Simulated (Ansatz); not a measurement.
Ansatz (an electronic-structure program) input (CCSD(T,core; 1s of Na to Cl frozen)/cc-pwCVTZ):
A basis named .json is the Basis Set Exchange file of that set.

Ansatz 0.2 input:
```yaml
crystal:
  periodic: [false, false, false]
  atoms:
    - {symbol: N, position_ang: [-1.73898457, -0.07435175, 0.10232285]}
    - {symbol: B, position_ang: [-0.17316046, -0.01264005, 0.00929877]}
    - {symbol: Cl, position_ang: [0.64376823, -1.50731368, -0.01466345]}
    - {symbol: Cl, position_ang: [0.49617550, 1.55446671, -0.05246102]}
    - {symbol: H, position_ang: [-2.09529251, -1.03416708, 0.10807968]}
    - {symbol: H, position_ang: [-2.07199696, 0.39286790, 0.95316704]}
    - {symbol: H, position_ang: [-2.17305985, 0.42336001, -0.68288450]}
basis:
  gaussian:
    orbitals: cc-pwCVTZ.json
total_charge: 1
magnetization: {spin_polarized: false}
correlation: {method: ccsd_t, frozen_orbitals: {B: 0, Cl: 1, H: 0, N: 0}}
```

End of the output:

```
integrals: 1.47 GiB planned
1440 factors; integrals over basis functions are off by at most 1.1e-3 eV
1.51 GiB of device memory are held for the factors and their scratch space
mean field: 1.17 GiB planned
mean field evaluation 1: about -27203.3369 eV, gradient 3.5e1 eV
mean field evaluation 2: about -27203.7424 eV, gradient 3.5e1 eV
mean field evaluation 4: about -27206.3963 eV, gradient 2.7e0 eV
mean field evaluation 8: about -27206.4340 eV, gradient 1.9e-1 eV
mean field evaluation 16: about -27203.3357 eV, gradient 3.5e1 eV
mean field -27206.43416455 eV, -999.8180143639 hartree, gradient 5.0e-6 eV, S^2 0.000000; 0 other end points of the search recorded, 0 dependent functions left out
2 core orbitals not correlated
reference -27206.43416455 eV, -999.8180143639 hartree; 22, 22 occupied and 222, 222 virtual orbitals, 1440 factors
second order -36.42777395 eV of doubles, -0.00000000 eV of singles
coupled cluster: 11.79 GiB planned
cycle   1  -36.87635258 eV  change   -4.5e-1 eV  update   8.8e-2
cycle   2  -37.35991031 eV  change   -4.8e-1 eV  update   2.5e-2
cycle   3  -37.46168434 eV  change   -1.0e-1 eV  update   1.4e-2
cycle   4  -37.44292697 eV  change    1.9e-2 eV  update   4.0e-3
cycle   5  -37.44256357 eV  change    3.6e-4 eV  update   1.9e-3
cycle   6  -37.44338666 eV  change   -8.2e-4 eV  update   4.4e-4
cycle   7  -37.44309004 eV  change    3.0e-4 eV  update   1.4e-4
cycle   8  -37.44302751 eV  change    6.3e-5 eV  update   3.6e-5
cycle   9  -37.44304537 eV  change   -1.8e-5 eV  update   1.2e-5
perturbative correction -1.02793193 eV, -0.0377758018 hartree
Total energy: -27244.90514185 eV, -1001.2317967032 hartree
```

It need not be the lowest isomer of its formula.
